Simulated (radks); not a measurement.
Q: The mean radii <r> (bohr) of the occupied orbitals of an atom or ion are listed with their occupations. Method: Dirac Kohn-Sham, LDA (Slater exchange, VWN5 correlation), spin-unpolarised, spherical densities, finite nucleus; Fermi nuclear charge, rms radius of each element as measured or else 0.836 A^(1/3) + 0.57 fm; computed with a radial shooting solver on a logarithmic mesh with Libxc functionals.

orbital  occ.      <r>
1s1/2       2  0.04414
2s1/2       2   0.1960
2p1/2       2   0.1686
2p3/2       4   0.1724
3s1/2       2   0.5751
3p1/2       2   0.5832
3p3/2       4   0.5939
3d3/2       4   0.6286
3d5/2       6   0.6330
4s1/2       2    1.790
4p1/2       2    2.265
4p3/2       2    2.318

Name the element and its charge. Open shells, if any, fill j = l - 1/2 first.

A: Z = 34, selenium, charge 0: Se in [Ar] 3d10 4s2 4p4. The 1s radius gives Z: for a bare nucleus <r> = (2 gamma + 1)/(2Z) with gamma = sqrt(1 - (Z/c)^2), 0.0432 bohr for Z = 34, and screening makes it slightly larger (0.04414 here). The occupations add up to 34, and the charge is Z minus that.
